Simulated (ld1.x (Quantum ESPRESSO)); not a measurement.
## Varying the TM potential for Rb

Base potential:

| Quantity | Value |
| --- | --- |
| Element | Rb (Z = 37) |
| Generator | ld1.x (Quantum ESPRESSO) 7.5 |
| Type | norm-conserving Troullier–Martins (Kleinman–Bylander form) |
| Functional | LDA (PZ) |
| Relativity | scalar-relativistic |
| Frozen core | [Kr] |
| Valence charge | 1 |
| Reference configuration | 5s1 5p0 |
| Partial waves | 5s (bound): rc 3.20 bohr; 4d channel at -0.15 Ry: rc 3.35 bohr; 4f channel at -0.1 Ry: rc 3.50 bohr; 5p (bound, empty): rc 3.30 bohr |
| Local potential | the p channel |
| Core correction | Bessel-smoothed model core inside 1.60 bohr |

All-electron outer shells of the reference configuration (LDA (PZ), scalar-relativistic, ld1.x):

```
shell  level (eV)  outermost node (bohr)  outermost maximum (bohr)
   4p      -16.03                   0.64                      1.42
   5s       -2.37                   1.79                      4.22
   5p       -0.79                   2.20                      6.14
```

Cutoffs, loose and tight: the cutoffs (Ry, on a coarse ladder) from which the occupation-weighted sum of valence levels, in a spherical-Bessel basis at the reference potential, stays within 10 and 1 mRy of its value at 400 Ry. They do not see the model core or the augmentation charge, which bear on the density cutoff. Test errors are all-electron minus pseudo excitation energies from the reference, over the configurations 5s0.5 5p0; 5s0 5p1 (two spin-polarised tests are not counted in the largest error). A dash means not determined; rows that change the core or the reference have their own tests.

A true bound ghost makes a file unfit for plane-wave use even where its test errors are small: the radial tests pick states by their node count and pass the ghost by.

```csv
change,outcome,"cutoff, loose","cutoff, tight",bound ghosts,largest test error (meV)
base,generated,6 Ry,8 Ry,s,-3.3
wave 4f channel at -0.1 Ry: rc 3.50 bohr becomes 4f channel at -0.1 Ry: rc 4.68 bohr,generated,6 Ry,8 Ry,s,-3.3
wave 5p (bound): rc 3.30 bohr becomes 5p (bound): rc 3.72 bohr,generated,6 Ry,6 Ry,s,-6.8
"all radii but the core radius scaled by about 1.07 (s 3.44, p 3.54, d 3.60, f 3.76 bohr)",generated,6 Ry,6 Ry,s,-4.9
"core [Ar] 3d10, valence charge 9; reference 4s2 4p6 5s1 5p0; waves now 4s (bound): rc 2.00 bohr; 4p (bound): rc 2.55 bohr; 4d channel at -0.15 Ry: rc 2.20 bohr; 4f channel at -0.1 Ry: rc 2.75 bohr; local potential all-electron potential smoothed inside 1.75 bohr (lloc = -1); core correction none",generated,21 Ry,45 Ry,none,-118
core correction Bessel-smoothed model core inside 2.50 bohr,generated,6 Ry,8 Ry,s,-3.3
```

What comes out with this change to the base: local potential the d channel?

outcome: generated; cutoff, loose: 6 Ry; cutoff, tight: 8 Ry; bound ghosts: s; largest test error (meV): +14.
